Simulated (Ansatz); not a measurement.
Bond stretch in SMILES [BeH2] (H2Be), singlet. The Be1–H3 bond (Be1 also carries H; H3 carries nothing else) is stretched with both fragments frozen at the PBE0/def2-TZVP optimised geometry.

Computed with full CI/cc-pVTZ, frozen core in Ansatz (a program for electronic structure).

Problem. Relative to R = 1.33 Å, what are the energies at R = 0.99, 1.25, 1.65, 3.24 Å?

Solution. 148.1 kJ/mol at 0.99 Å, 5.8 kJ/mol at 1.25 Å, 48.7 kJ/mol at 1.65 Å, 369.0 kJ/mol at 3.24 Å.
